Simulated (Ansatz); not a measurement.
A barrier at the coupled-cluster level

Start structure (SiH2Cl2O2, singlet), relaxed at PBE0-D4/def2-TZVP:

Si1  (0.096, 0.170, 0.208)
O2  (-0.760, 0.191, -1.170)
O3  (1.376, -0.796, 0.017)
H4  (1.222, -1.679, -0.325)
Cl5  (0.817, 1.999, 0.694)
Cl6  (-1.113, -0.458, 1.731)
H7  (-1.639, 0.574, -1.155)
(Å)

The step: SiH₂Cl₂O₂ ([OH][Si]([OH])([Cl])[Cl]) → SiCl₂O ([O][Si]([Cl])[Cl]) + H₂O (still joined by a long Si–O bond); bonds formed: O2–H4; bonds broken: O3–H4; bonds weakened to dative contacts: Si1–O2. Computed with Ansatz 0.2.0 (basis: def2-TZVPP and def2-QZVPP); correlated methods freeze the cores. Extrapolation: Hartree–Fock as exp(−7.88 √X), correlation as X^−2.97. Energies below are by CCSD(T) at an estimated basis limit (MP2 extrapolated from triple and quadruple zeta, plus CCSD(T) − MP2 in triple zeta).

Task: What are the electronic barrier and the energy of the step, from the start structure to the end structure? (To be estimated.)

Result: The calculation gives: Barrier 228.4 kJ/mol; step energy 209.8 kJ/mol (uphill); reverse barrier, their difference, 18.7 kJ/mol. Barrier and step energy count from the start structure, the reverse barrier from the end structure.

The saddle point: One imaginary mode of 763i cm⁻¹.
```csv
pair,start (Å),saddle (Å),end (Å)
O2–H4,2.85,1.09,0.97
Si1–O2,1.62,1.83,1.91
O3–H4,0.96,1.53,2.34
```

Zero-point energy (harmonic, PBE0-D4): ZPE is 85.0 kJ/mol at the start and 79.4 kJ/mol at the saddle, so the barrier goes from 228.4 to 222.8 kJ/mol.

First-order rate constant out of the start structure at 498 K by transition-state theory, with harmonic vibrational free energies alone and no tunnelling: ΔA‡ = 229.1 kJ/mol, so k = (kB T/h) exp(−ΔA‡/kB T) ≈ 10^-11 s⁻¹ (an order of magnitude at best: rotation, the number of equivalent paths and anharmonicity are left out).

The T1 diagnostic stays at or below 0.014.

Labels in which every atom is bracketed show which atoms are joined, not bond orders.

For scale, one of the runs: CCSD(T)/def2-TZVPP, 216 basis functions, launched by `ansatz run in.yaml --threads 4 --pin off --events-out ev --progress --plain --max-ram 9574MiB`. The run took 86 s on 4 CPU threads of an Arm Neoverse V1 (shared host), with 3 GiB of host memory at its peak.
